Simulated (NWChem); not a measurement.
Species: C$_{2}$H$_{6}$O$_{2}$Si; SMILES CC(=O)[SiH2]O

```xyz
11

C      0.6090    -2.1055     0.0000
C     -0.1544    -0.8015     0.0000
O     -1.3815    -0.7735     0.0000
Si     0.6721     0.9555     0.0000
O     -0.6534     1.9488     0.0000
H      1.2626    -2.1554    -0.8813
H      1.2626    -2.1554     0.8813
H     -0.0793    -2.9556     0.0000
H      1.5225     1.1268    -1.2086
H      1.5225     1.1268     1.2086
H     -1.4528     1.3862     0.0000
```
Atoms are numbered in this order, from 1.

All runs: NWChem. STO-3G and 3-21G are far too small for this property and stand as cheap habits. The geometry was optimised at B3LYP/6-31G* (spherical d). Field at 589 nm.

Q: Estimate the computed values for B3LYP/STO-3G. Quantities: isotropic polarisability (bohr³); anisotropy (bohr³).

A: 
```
Quantity                          Result
--------------------------------  ------
isotropic polarisability (bohr³)    26.5
anisotropy (bohr³)                  13.0
```
